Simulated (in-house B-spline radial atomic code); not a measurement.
Atomic self-consistent-field run: Xe V (Xe4+) (an excited or competing configuration). Method: scalar-relativistic (X2C) B97-1, spin-polarised, spherical fractional occupations, exact exchange averaged over the configuration, Fermi nucleus of rms radius 4.7859 fm. Calculated with a radial B-spline atomic code at the basis-set limit.

Command:
```bash
python run_scf.py task.json out
```
Settings (nuclear radius in fm, mass in u):
```
Z                54
configuration    [Kr] 4d9 5s2 5p3
hamiltonian      x2c
method           b97_1
spin_polarised   True
nucleus          fermi
rms_radius       4.7859
atomic_mass      131.90416
speed_of_light   137.035999084
exact_exchange   averaged over the configuration
```

Output (hartree, bohr):
```
 radial grid: 69 intervals, B-splines of order 8, outer radius 30.8511 bohr

 iter        energy (Eh)    residual
    1       -7424.378245    6.82e-01
    2       -7434.367941    5.09e-01
    3       -7439.900908    1.12e-01
    4       -7440.204234    3.56e-02
    5       -7440.218355    1.44e-02
    6       -7440.222545    2.93e-03
    7       -7440.222625    2.85e-04
    8       -7440.222625    2.95e-05
    9       -7440.222625    1.02e-06
   10       -7440.222625    1.33e-07

 total energy                     -7440.22263
 kinetic                            7906.1065
 electron-nucleus                 -17993.8293
 Hartree                            2834.1189
 exact exchange                      -38.5438
 exchange-correlation               -148.0750

 orbital      occ     eigenvalue          <r>       <r^2>       <1/r>       r_max
 1s up      1.000     -1265.9004    0.0260362 0.000929313     61.1618     0.01642
 1s down    1.000     -1265.8922     0.026036 0.000929302     61.1621     0.01642
 2s up      1.000      -199.6884     0.114044   0.0154034     13.9453     0.09685
 2s down    1.000      -199.6674      0.11404   0.0154023     13.9459     0.09685
 2p up      3.000      -179.4973     0.100007   0.0122243     12.7985     0.07748
 2p down    3.000      -179.4754     0.100004   0.0122236     12.7988     0.07748
 3s up      1.000       -42.8884     0.305843    0.107041     4.93442       0.279
 3s down    1.000       -42.8708      0.30578    0.106986     4.93483       0.279
 3p up      3.000       -36.3211     0.303806    0.107128     4.58555      0.2728
 3p down    3.000       -36.3002     0.303747    0.107074     4.58579      0.2728
 3d up      5.000       -26.5237     0.280571   0.0930544      4.3162      0.2257
 3d down    5.000       -26.4986     0.280611   0.0930808      4.3155      0.2258
 4s up      1.000        -9.5679     0.712327    0.572677     1.99491      0.6593
 4s down    1.000        -9.4991     0.712524    0.572785     1.99299      0.6596
 4p up      3.000        -7.4461     0.757551    0.652737     1.81439      0.6906
 4p down    3.000        -7.3715     0.757711     0.65262     1.81235      0.6911
 4d up      5.000        -4.3060     0.856639    0.852368     1.54446      0.7421
 4d down    4.000        -4.2461     0.853047    0.843914     1.54939      0.7421
 5s up      1.000        -2.5034      1.67173     3.11577    0.790823       1.543
 5s down    1.000        -2.3456      1.68791     3.18805    0.786671       1.535
 5p up      3.000        -1.9362      1.87271     3.92071    0.695076       1.717
```

Cost of the run: 0.22 s on 1 thread of Intel(R) Xeon(R) Platinum 8488C (shared host).

One-electron X2C: radii and densities carry no picture-change correction, so inner-shell <1/r> comes out high (for 1s by about 2 % at Z = 33, 5 % at 54, 10 % at 75, 30 % at 118) and <r> low.
